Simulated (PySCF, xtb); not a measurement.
Si(H)(Cl)(OH)(NMe2) (C2H8ClNOSi), SMILES CN(C)[SiH](O)Cl.

xtb with GFN2-xTB at its own geometry gives an orbital gap of 5.80 eV and a dipole moment of 2.83 D.

Coordinates come from a B3LYP-D3(BJ)/def2-SVP optimisation. One conformer was computed; it need not be the lowest.

**Question.** What does M06-2X/def2-TZVP (PySCF) give? (An estimate is asked for; the answer gives what the named calculation found.)

**Answer.** gap 9.43 eV (levels -8.10 and 1.33 eV), dipole 2.49 D.
